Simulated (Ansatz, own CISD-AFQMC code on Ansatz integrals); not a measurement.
C2H4S, SMILES `C[C]S` (excited triplet; C–C–S–H torsion 93°) (charge 0, multiplicity 3). This triplet is an excited state, 0.83 eV above the relaxed singlet at the level frozen-core CCSD(T)/cc-pVTZ // B3LYP-D3(BJ)/def2-TZVP (Ansatz).

Cartesian coordinates (Å):
SMILES: C[C]S
```xyz
7

C     -0.8735    -0.0658     0.0331
C      0.4960    -0.5795    -0.1393
S      1.7030    -0.2866    -1.2803
H     -0.8691     1.0014     0.2942
H     -1.4645    -0.1741    -0.8852
H     -1.3910    -0.6011     0.8316
H      2.3991     0.7057    -0.6631
```
Charge 0, spin multiplicity 3.

Frozen-core correlation energies in cc-pVDZ at a geometry from B3LYP-D3(BJ)/def2-TZVP, on an HF energy of -475.51029 Ha (<S^2> = 2.03). Wave-function levels are from Ansatz, the walk from an own CISD-AFQMC code on Ansatz integrals (time step 0.005/Ha, trial state from CCSD amplitudes, largest double 0.02).

```json
[
 {"level": "MP2", "correlation energy (mHa)": "-364.1"},
 {"level": "CCSD", "correlation energy (mHa)": "-410.9"},
 {"level": "CCSD(T)", "correlation energy (mHa)": "-422.8"}
]
```

What correlation energy does phaseless AFQMC give, and where does it lie among these levels?

-424.5 ± 0.4 mHa (one standard error). AFQMC minus each level: MP2 -60.4 mHa, CCSD -13.6 mHa, CCSD(T) -1.6 mHa.
